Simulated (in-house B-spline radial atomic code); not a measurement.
How numerical settings move a run on Br IV (Br3+), [Ar] 3d10 4s2 4p2. Computed with an all-electron radial atomic-structure program (B-spline basis): non-relativistic TPSSh, spin-polarised, spherical fractional occupations, point nucleus.

Command:
```bash
python run_scf.py task.json out
```
Settings of the sound reference run:
```
Z                35
electrons        32
configuration    [Ar] 3d10 4s2 4p2
hamiltonian      nr
method           tpssh
spin_polarised   True
knot_spacing     0.22
spline_order     8
gauss_points     12
box_radius       16.22
max_iterations   70
damping          0.5
damped_steps     3
diis_vectors     10
tolerance        1e-08
start            Thomas-Fermi
```

Run time, properties included: 0.42 s on 1 thread of Arm Neoverse N1 (shared host).

It converges in 7 iterations to -2571.547865 hartree, with 4p up at -41.2338 eV. The other runs change the listed settings, some to values that make no sense; their results aren't properties of the atom or ion. Radii are in bohr (the nuclear one in fm), a minus after a letter asks for a j subshell, and «unchanged» means within 1e-8 hartree. The run stops when the residual is below 10 × tolerance × max(1, Z/10), or a noise floor if that is larger, and the energy moves by less than 1e-8 × √|E| hartree; so very loose and very tight tolerances often act alike.

| changed settings | outcome |
| --- | --- |
| damping = 0.95 | converged in 8 iterations, energy unchanged, 4p up level -2.2e-06 eV |
| gauss_points = 16, max_iterations = 5, damping = 0.8, start = bare nucleus | not converged after 5 iterations, last residual 4.0e-04, last energy +2.45e-06 hartree from the reference |
| knot_spacing = 0.3, max_iterations = 50, diis_vectors = 20 | converged in 7 iterations, energy +7.39e-05 hartree from the reference, 4p up level +1.5e-03 eV |
| diis_vectors = 0 | converged in 14 iterations, energy unchanged, 4p up level -2.3e-06 eV |
| hamiltonian = dirac, method = hf, nucleus = fermi, rms_radius = 4.1629, mass_number = 79, atomic_mass = 78.91834, speed_of_light = 137.036 | stopped with error: spin polarisation is not served with the Dirac Hamiltonian |
| tolerance = 1e-05 | converged in 4 iterations, energy +1.17e-07 hartree from the reference, 4p up level +5.4e-04 eV |
| electrons = 40, configuration = [Ar] 3d10 4s2 4p2 6s2 6p6, max_iterations = 60 | converged in 15 iterations to -2571.4483 hartree, a different physical problem (warning: 6s up has a positive eigenvalue: unbound, held by the box) |
| damping = 0.8 | converged in 8 iterations, energy unchanged, 4p up level -2.4e-06 eV |
| gauss_points = 3, box_radius = 8.11, max_iterations = 100, damped_steps = 0 | converged in 7 iterations, energy -5.07e+05 hartree from the reference, 4p up level +5.9e+00 eV (the program warns: 4p up reaches the box edge) |
| damping = 0.2 | converged in 7 iterations, energy unchanged, 4p up level -1.1e-06 eV |
| electrons = 33, configuration = [Ar] 3d10 4s2 4p2 5s-1, max_iterations = 60 | stopped with error: j subshells need the Dirac Hamiltonian and l > 0 |
| tolerance = 1e-13 | converged in 9 iterations, energy unchanged, 4p up level -2.3e-06 eV |

Task: What happens with box_radius = 1.62, max_iterations = 60, damping = 0, damped_steps = 0?

Result: Converged in 6 iterations, energy +1.19e+01 hartree from the reference, 4p up level +1.0e+02 eV (the program warns: 4p up has a positive eigenvalue: unbound, held by the box; 4s up has a positive eigenvalue: unbound, held by the box).

Task: What happens with diis_vectors = 20?

Result: Converged in 7 iterations, energy unchanged.

Task: What happens with damping = 0?

Result: Converged in 7 iterations, energy unchanged, 4p up level -1.9e-06 eV.

Task: What happens with first_knot = 2.86e-05, max_iterations = 60, tolerance = 0.01, start = bare nucleus?

Result: Converged in 4 iterations, energy +1.44e-05 hartree from the reference, 4p up level +1.1e-03 eV.
